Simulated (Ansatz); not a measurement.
Reaction (redistribution): `N[SiH](Cl)[GeH3]` + `C=[CH][InH][F]` → `C=C[SiH](N)Cl` + `[F][InH][GeH3]`

Program: Ansatz. Geometries: PBE0-D4/def2-TZVP. ΔE: electronic, gas phase. CCSD(T)/CBS adds triple-zeta CCSD(T) − MP2 to the extrapolated MP2 energy (def2 sets, frozen cores). DFT in def2-TZVPP. B3LYP here is the variant with VWN-RPA as its local correlation; programs differ in this. def2 core potentials past Kr. For Ge, In outer-core shells are correlated without core-valence functions, which leaves a few kJ/mol of doubt a bond. Scalar relativity is left out up to krypton. One conformer a species, not always the lowest.

| level | ΔE (kJ/mol) | difference from CCSD(T)/CBS |
| --- | --- | --- |
| PBE-D4 | -60.4 | 1.4 |
| r2SCAN-D4 | -63.9 | -2.1 |
| PBE0-D4 | -63.6 | -1.8 |
| B3LYP-D4 | -66.1 | -4.3 |
| ωB97X-V | -62.0 | -0.2 |
| ωB97M-V | -66.0 | -4.2 |
| B2PLYP | -64.7 | -2.9 |
| PBE | -60.7 | 1.1 |
| r2SCAN | -63.8 | -2.0 |
| PBE0 | -63.8 | -2.0 |
| B3LYP | -66.7 | -4.9 |
| HF/def2-TZVPP | -72.4 | -10.6 |
| MP2/def2-TZVPP | -60.6 | 1.2 |
| SCS-MP2/def2-TZVPP | -60.9 | 0.9 |
| CCSD/def2-TZVPP | -61.2 | 0.6 |
| CCSD(T)/def2-TZVPP | -59.1 | 2.7 |
| HF/def2-QZVPP | -72.9 | -11.1 |
| MP2/def2-QZVPP | -62.3 | -0.5 |
| SCS-MP2/def2-QZVPP | -62.6 | -0.8 |
| HF/CBS(def2) | -73.0 | -11.2 |
| MP2/CBS(def2) | -63.3 | -1.5 |
| CCSD/CBS(def2) | -63.9 | -2.1 |
| CCSD(T)/CBS | -61.8 | 0 |

Largest T1 diagnostic among the species: 0.015.

From PBE to PBE0 (25 % exact exchange), in def2-TZVPP and without D4, ΔE moves by −3.1 kJ/mol. In def2-TZVPP, CCSD(T) changes the Hartree–Fock value by +13.3 kJ/mol (the triples alone add +2.1 kJ/mol) and MP2 by +11.8 kJ/mol.
